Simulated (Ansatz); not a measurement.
Basis-set extrapolation for `F[SiH](Cl)[SiH2]Cl` (PBE0-D4/def2-TZVP geometry, frozen core, the Gaussian-basis code of Ansatz). Multiplicity 1, RHF reference.

```csv
,def2-TZVPP,def2-QZVPP
HF,-1598.316949,-1598.365611
MP2 correlation,-0.860710,-0.944384
CCSD(T) correlation,-0.953457,not run
```

Energies in hartree. Use E(X) = E(∞) + A·exp(−7.88·√X) for Hartree–Fock and E(X) = E(∞) + B·X^(−2.97) for correlation, with X = 3 and 4, and add CCSD(T) minus MP2 of the smaller set to the MP2 limit.

Problem. What is the CCSD(T) energy at the basis-set limit?

Solution. HF limit: -1598.365611 + (-0.048662) × 0.13774 = -1598.37231. MP2 limit: -0.944384 + (-0.083674) × 0.74074 = -1.00636. Higher-order term: -0.953457 − (-0.860710) = -0.09275. Total: -1599.47142 hartree, 5.47 eV below CCSD(T)/def2-TZVPP.
